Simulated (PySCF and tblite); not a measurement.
Results of a calculation; reference values are marked as such.
Stationary points of C$_{8}$H$_{9}$F at PBE0-D3(BJ)/def2-SVP, in Å:

Structure A

```
 1 C    -3.165    1.481    0.668
 2 C    -1.747    1.090    1.046
 3 C    -1.018    0.358   -0.047
 4 C     0.322    0.178   -0.007
 5 C     1.163    0.469    1.123
 6 C     0.766    0.388    2.424
 7 F     1.703    0.527    3.371
 8 C    -0.521   -0.023    2.912
 9 C    -1.677    0.195    2.248
10 H    -3.169    2.136   -0.216
11 H    -3.661    2.016    1.491
12 H    -3.770    0.591    0.430
13 H    -1.160    2.000    1.279
14 H    -1.593   -0.017   -0.900
15 H     0.821   -0.246   -0.884
16 H     2.233    0.622    0.960
17 H    -0.516   -0.587    3.850
18 H    -2.597   -0.286    2.598
```

Structure B

```
 1 C    -2.078    0.939   -0.488
 2 C    -0.796    0.187   -0.228
 3 C    -0.056   -0.303   -1.342
 4 C     1.298   -0.622   -1.242
 5 C     2.029   -0.255   -0.117
 6 C     1.365    0.234    1.038
 7 F     2.146    0.926    1.899
 8 C     0.361   -0.654    1.678
 9 C    -0.778   -0.695    0.982
10 H    -2.015    1.542   -1.405
11 H    -2.311    1.613    0.350
12 H    -2.929    0.244   -0.591
13 H     0.313    0.897    0.356
14 H    -0.503   -0.263   -2.343
15 H     1.832   -0.973   -2.129
16 H     3.121   -0.192   -0.158
17 H     0.623   -1.266    2.545
18 H    -1.621   -1.358    1.196
```

Structure C

```
 1 C    -3.384    1.174    0.582
 2 C    -1.980    0.733    0.883
 3 C    -1.029    0.738   -0.104
 4 C     0.312    0.214   -0.014
 5 C     1.067    0.203    1.104
 6 C     0.617    0.911    2.340
 7 F     1.620    0.934    3.279
 8 C    -0.570    0.168    2.858
 9 C    -1.746    0.169    2.200
10 H    -3.491    1.512   -0.458
11 H    -3.689    2.000    1.244
12 H    -4.099    0.352    0.751
13 H     0.336    1.955    2.098
14 H    -1.360    1.049   -1.101
15 H     0.730   -0.218   -0.929
16 H     2.035   -0.305    1.146
17 H    -0.441   -0.372    3.801
18 H    -2.607   -0.309    2.680
```

Geometries: PBE0-D3(BJ)/def2-SVP; energies: PBE0/pcSseg-1 + D3(BJ), IEF-PCM cyclohexane; zero-point and thermal terms from GFN2-xTB harmonic modes (soft modes blended into free rotors).

Question: Which structure is a saddle point, and along which motion?

Answer: B: one imaginary mode (1202i cm⁻¹ at GFN2-xTB, mostly on H13, C2), along the shift of hydrogen on C2 from C2 to C6.

Question: Give their symmetry and energies above the lowest.

Answer: A C1, 0.0 kcal/mol; B C1, 35.3 kcal/mol; C C1, 1.0 kcal/mol.

Tunnelling of the moving H, left out here, will speed the real process.
